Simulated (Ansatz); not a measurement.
input.yaml

```yaml
crystal:
  periodic: [false, false, false]
  atoms:
    - { symbol: Si, position_ang: [0.0, 0.0, 0.0] }
    - { symbol: F, position_ang: [0.0, 0.0, 1.59] }
    - { symbol: "N", position_ang: [1.7163, 0.0, -0.6061] }
    - { symbol: H, position_ang: [2.2145, -0.918, -0.7868] }
    - { symbol: H, position_ang: [2.2175, 0.918, -0.7783] }
    - { symbol: C, position_ang: [-0.8808, 1.5259, -0.6227] }
    - { symbol: H, position_ang: [-1.9334, 1.2723, -0.8671] }
    - { symbol: H, position_ang: [-0.8624, 2.3106, 0.1622] }
    - { symbol: H, position_ang: [-0.3704, 1.9025, -1.5336] }
    - { symbol: O, position_ang: [-0.7913, -1.3709, -0.5594] }
    - { symbol: C, position_ang: [-1.5365, -2.2685, 0.2501] }
    - { symbol: H, position_ang: [-1.2251, -2.1576, 1.3097] }
    - { symbol: H, position_ang: [-2.6187, -2.04, 0.1571] }
    - { symbol: H, position_ang: [-1.349, -3.3106, -0.083] }
basis:
  gaussian: { orbitals: STO-3G }
hamiltonian:
  xc: cam_b3lyp
  dispersion: d4
relax:
  f_tol: 0.02
  max_steps: 40
```

Launched with:

```bash
$ ansatz run input.yaml --threads 1 --pin off --max-ram 2048MiB --backend cpu --events-out ev --progress --plain --runs-dir out
```

Hardware: 1 thread of Arm Neoverse V2 (shared host).

Roughly how long does this run take, and how much memory?

93 s, with a peak of 0.18 GiB, for 26 ionic steps.
